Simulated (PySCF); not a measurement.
C3H7O2, SMILES C[C](O)CO, multiplicity 2. Atoms are numbered in the order given.

```xyz
12

C      1.3980    -0.8022     0.5194
C      0.5479     0.1123    -0.2931
O      0.7153     1.4389     0.0394
C     -0.8195    -0.2979    -0.7302
O     -1.7296    -0.4891     0.3557
H      1.0135    -0.9101     1.5543
H      1.4201    -1.8087     0.0748
H      2.4280    -0.4192     0.5879
H      0.1725     1.9797    -0.5519
H     -0.7757    -1.2631    -1.2579
H     -1.2187     0.4478    -1.4538
H     -1.6837     0.3025     0.9093
```
Charge 0, spin multiplicity 2.

Coordinates come from a B3LYP-D3(BJ)/def2-SVP optimisation. The isomer is the one that the SMILES or the coordinates give; other isomers of the formula were not compared. Other conformers were not sampled.

Computed with PySCF with PBE/pcH-1.

Unrestricted Kohn–Sham, ⟨S²⟩ = 0.753. Hyperfine tensors hold the contact and dipolar terms, without spin-orbit corrections.

### Question
Estimate the hyperfine couplings. (An estimate is asked for; the answer gives what the named calculation found.)

### Answer

```csv
nucleus,A(iso) (MHz),A(iso) (G),dipolar principal values (MHz)
13C no. 1,-17.0,-6.1,"-1.8, -1.4, 3.2"
13C no. 2,146.1,52.1,"-70.9, -70.4, 141.4"
17O no. 3,-9.9,-3.5,"-60.4, 29.3, 31.1"
13C no. 4,22.4,8.0,"-2.1, -1.9, 4.0"
17O no. 5,-22.2,-7.9,"-24.8, 12.0, 12.8"
1H no. 6,116.4,41.5,"-4.1, -3.0, 7.0"
1H no. 7,17.3,6.2,"-5.0, -4.1, 9.1"
1H no. 8,31.4,11.2,"-4.7, -4.2, 8.9"
1H no. 9,-2.3,-0.8,"-12.1, -9.0, 21.1"
1H no. 10,8.9,3.2,"-6.6, -3.3, 10.0"
1H no. 11,5.3,1.9,"-6.2, -3.6, 9.8"
1H no. 12,-5.2,-1.8,"-8.5, 0.3, 8.1"
```
